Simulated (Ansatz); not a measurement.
Molecule: C$_{5}$H$_{11}$O (charge 0, doublet). It need not be the lowest isomer of its formula. 
Geometry from a B3LYP-D3(BJ)/def2-TZVP (Ansatz, an electronic-structure program) optimisation:
```xyz
17

C      2.5464     0.2370    -0.5599
C      1.7252    -0.4656     0.5349
C      0.5657     0.3352     1.0158
C     -0.8454    -0.0731     0.7865
C     -1.3323     0.2174    -0.6455
O     -2.6928    -0.1432    -0.8480
H      1.9372     0.4274    -1.4451
H      3.4023    -0.3722    -0.8585
H      2.9242     1.1975    -0.2040
H      2.3998    -0.6872     1.3732
H      1.3764    -1.4336     0.1623
H      0.7641     1.3155     1.4353
H     -1.5208     0.4369     1.4773
H     -0.9554    -1.1524     0.9619
H     -0.6815    -0.2892    -1.3685
H     -1.2769     1.2878    -0.8446
H     -2.7851    -1.0900    -0.6960
```
Charge 0, spin multiplicity 2.

Total electronic energies in hartree. Correlated levels leave the core frozen unless marked. Open shells are spin-unrestricted. No spin-orbit coupling. Non-relativistic unless marked X2C. Basis-set limits of correlation are two-point, X^-3; Hartree-Fock from the larger set. The bracket is a focal-point correction in the basis named.

```csv
level,program,energy (Eh)
HF/6-31G*,Ansatz,-270.54920
B3LYP-D4/def2-TZVPD,Ansatz + dftd4,[?]
BHLYP-D3(BJ)/def2-TZVPD,Ansatz + dftd3,-272.26866
BHLYP/def2-TZVPD,Ansatz,-272.25312
HSE06/def2-TZVPD,Ansatz,-272.07766
CAM-B3LYP-D4/def2-TZVPD,Ansatz + dftd4,-272.28637
LC-wPBE/def2-TZVPD,Ansatz,-272.25637
wB97X-V/def2-TZVPD,Ansatz,-272.33612
B2PLYP-D4/def2-TZVPD,Ansatz + dftd4,-272.17589
PBE-QIDH/def2-TZVPD,Ansatz,[?]
MP2/6-31G*,Ansatz,-271.35695
"RI-MP2/CBS(cc-pVTZ,cc-pVQZ)",Ansatz,-271.8838
CCSD/cc-pwCVTZ,Ansatz,-271.81529
X2C-CCSD(T)/cc-pVTZ-DK,Ansatz,-271.97042
"RI-MP2/CBS(cc-pVTZ,cc-pVQZ)+[CCSD(T)-MP2]/cc-pVTZ",Ansatz,-271.9884
```

Task: Complete the blanks.

Result: 
- B3LYP-D4/def2-TZVPD, energy (Eh): -272.44687
- PBE-QIDH/def2-TZVPD, energy (Eh): -272.04713
